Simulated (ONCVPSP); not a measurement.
**Reading a pseudo-wave (oxygen)**

Columns: radius, all-electron u(r) and pseudo u(r) of the 2s shell (level -58.35 eV) of oxygen in the configuration [He] 2s2 2p2; PBE, scalar-relativistic, ONCV scheme, ONCVPSP 4.0.1.

```
r (bohr)  all-electron  pseudo
   0.085       -0.4548  0.0814
   0.170       -0.3573  0.1744
   0.255       -0.0728  0.2923
   0.340        0.2390  0.4329
   0.425        0.5121  0.5848
   0.510        0.7255  0.7390
   0.595        0.8765  0.8762
   0.680        0.9708  0.9706
   0.765        1.0174  1.0173
   0.850        1.0266  1.0266
   0.935        1.0076  1.0076
   1.020        0.9685  0.9685
   1.105        0.9158  0.9158
   1.190        0.8548  0.8548
   1.275        0.7894  0.7894
   1.360        0.7227  0.7226
   1.445        0.6567  0.6567
   1.530        0.5932  0.5931
   1.615        0.5330  0.5329
   1.700        0.4767  0.4766
   1.785        0.4247  0.4247
   1.870        0.3771  0.3771
   1.955        0.3338  0.3338
   2.040        0.2947  0.2947
   2.125        0.2595  0.2595
   2.210        0.2280  0.2280
```

Task: How many radial nodes do the two functions have?

Result: The all-electron 2s function has n − l − 1 = 1; the pseudo-wave has 0, since the states of the same l below it are removed with the core.

Task: At about which radius was the pseudo-wave matched?

Result: 0.75 bohr. The columns agree to 0.0005 from 0.59 bohr on; several derivatives are matched, so the curves merge somewhat inside the radius.

Task: Is the pseudo-wave norm-conserving?

Result: Yes: the ONCV scheme keeps the norm inside the radius equal to the all-electron one, which fixes the energy derivative of the logarithmic derivative at the level.
